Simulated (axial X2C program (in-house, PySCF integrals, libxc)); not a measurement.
# MnO⁺: from the spin-free to the two-component result

Computed with an axial X2C code built on PySCF integrals. Spin-free means the one-electron spin-free X2C Hamiltonian; two-component (2c) means X2C with spin–orbit coupling and atomic mean-field two-electron Coulomb and Gaunt terms, so the difference of the two also holds small scalar two-electron terms. Basis: Mn dyall-cv3z [9s10p6d3f2g], O dyall-av3z [7s6p3d2f] (cores contracted in-house); Gaussian nuclei, density fitting, unrestricted open shells. Masses: Mn 54.938 u, O 15.995 u.

Spin-free state: M_S = 2, Λ = 1 (beyond evenly filled blocks: σα, π+α, δ+α, δ-α); fragments Mn+ + O.

```json
{"level": "PBE0", "Re (Å)": "1.719", "ωe (cm⁻¹)": "645.7", "De (eV)": "2.343", "μ (D)": "-5.14"}
{"level": "PW91", "Re (Å)": "1.606", "ωe (cm⁻¹)": "846.5", "De (eV)": "3.636", "μ (D)": "-4.20"}
```

Dipoles are positive if O is the positive end and refer to the centre of mass.

Two-component determinant lowest at the distance of the search:

Ω = 1 (⟨Sz⟩ = 2.00, ⟨Lz⟩ = -1.00 at PBE0); fragments Mn+ + O.

| level | Re (Å) | ωe (cm⁻¹) | De (eV) | μ (D) |
| --- | --- | --- | --- | --- |
| PBE0 | 1.718 | 645.6 | 2.356 | -5.13 |
| PW91 | 1.606 | 848.2 | 3.653 | -4.20 |

**Question.** From the two tables, how do the constants change at the PBE0 level (2c against spin-free)?

**Answer.** At the PBE0 level Re is unchanged within 0.001 Å and ωe stays the same within 0.2 cm⁻¹; De is not compared, since the atomic limits differ or miss part of their spin–orbit lowering.

The state is a single determinant with fixed occupations, the lowest that a limited PBE0 search found. De is counted from the lowest determinant-based energies of the atoms at the same level, without counterpoise correction. Density functionals use the spin component along the axis (collinear). In 2c an atomic determinant is not the ground J level, so De misses part of the atomic spin–orbit lowering. This holds for PBE0, PW91. Without a current term, density functionals place determinants with orbital angular momentum somewhat too high. With several unpaired electrons one determinant need not be a pure state. Open-shell Ω = 0 determinants with evenly filled partner blocks cannot be reached by this program, so the Ω shown need not be the lowest component. The determinant is spin-polarised beyond a pure state at some levels (its spin-free form has ⟨S²⟩ too high), which makes Re and μ there less reliable.
